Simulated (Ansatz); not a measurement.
All numbers were calculated with Ansatz.

A structure relaxed at PBE0-D4/def2-TZVP, charge 0, multiplicity 1:

```csv
atom,x (Å),y (Å),z (Å)
C1,1.109,1.184,-0.410
O2,0.271,0.732,0.620
In3,-0.870,-0.874,0.408
S4,-2.185,-1.423,2.290
S5,-0.795,-2.046,-1.652
H6,1.866,0.443,-0.702
H7,1.643,2.073,-0.057
H8,0.555,1.474,-1.314
H9,-1.701,-0.374,2.978
H10,0.107,-1.188,-2.162
```

Q: Give its formula and SMILES.

A: CH5InOS2, `C[O][In]([SH])[SH]`.

Q: Point group (tolerance 0.08 Å, 0.16 Å for H)?

A: Cs.

Q: Summarise the bond lengths by kind.

A: 1 × C–O 1.402 Å; 3 × C–H 1.095 to 1.099 Å; 1 × In–O 1.981 Å; 2 × In–S 2.360 to 2.372 Å; 2 × H–S 1.345 Å.
